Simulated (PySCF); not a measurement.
B3LYP has the VWN-RPA correlation part, as in Gaussian. Excitations are Tamm–Dancoff values on a coarser integration grid. The basis has no diffuse functions, so Rydberg states are missing or too high.

Cartesian coordinates (Å):
SMILES: CC[Si](CC)(CC)CC
```xyz
29

C      1.5497    -1.1039    -2.1838
C      0.8514     0.1693    -1.6870
Si     0.0000     0.0000     0.0000
C      1.2557    -0.5879     1.2951
C      2.5008     0.2992     1.4303
C     -0.6997     1.6843     0.5225
C     -1.8048     2.2314    -0.3913
C     -1.4073    -1.2657    -0.1306
C     -2.2458    -1.4266     1.1449
H      2.3385    -1.4305    -1.4863
H      0.8409    -1.9423    -2.2841
H      2.0247    -0.9597    -3.1683
H      1.5781     0.9992    -1.6226
H      0.0948     0.4967    -2.4225
H      1.5528    -1.6213     1.0402
H      0.7371    -0.6620     2.2677
H      2.2347     1.3312     1.7120
H      3.0600     0.3579     0.4820
H      3.1980    -0.0780     2.1967
H      0.1376     2.4031     0.5748
H     -1.0750     1.5934     1.5579
H     -2.6711     1.5506    -0.4299
H     -1.4485     2.3585    -1.4268
H     -2.1762     3.2125    -0.0520
H     -2.0559    -0.9714    -0.9755
H     -0.9695    -2.2378    -0.4201
H     -2.7274    -0.4780     1.4341
H     -1.6271    -1.7475     1.9989
H     -3.0465    -2.1748     1.0236
```
Charge 0, multiplicity 1.

**Question.** Estimate the HOMO, dipole moment and S1–T1 gap (TDA) that B3LYP-D3(BJ)/def2-TZVP // B3LYP-D3(BJ)/def2-SVP (PySCF 2.14.0) returns for this input.

**Answer.** 
The HOMO is -7.47 eV, the dipole moment comes out as 0.00 D and the S1–T1 gap (TDA) is 0.16 eV.
